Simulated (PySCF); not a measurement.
Method: B3LYP-D3(BJ)/def2-TZVP // r2SCAN-D4/def2-SVP run with PySCF 2.14.0. All species are isolated molecules in the gas phase. One relaxed conformer stands for a flexible species; it need not be the lowest. B3LYP has the VWN-RPA correlation part, as in Gaussian. 

Reference species: [Hf(OH)(SH)3] (neutral, multiplicity 1).

```json
{
 "charge on the central atom (Mulliken)": "1.17 e",
 "LUMO": "-1.69 eV"
}
```

Changed species: [Hf(OH)3(SH)] (1 of 4 OH replaced by SH; the reference has 3 of 4 OH replaced by SH).

Question: Give the shifts of the charge on the central atom (Mulliken) and LUMO.

Answer: the charge on the central atom (Mulliken) rises by 0.34 e, to 1.51 e; the LUMO increases by 1.26 eV, to -0.43 eV.
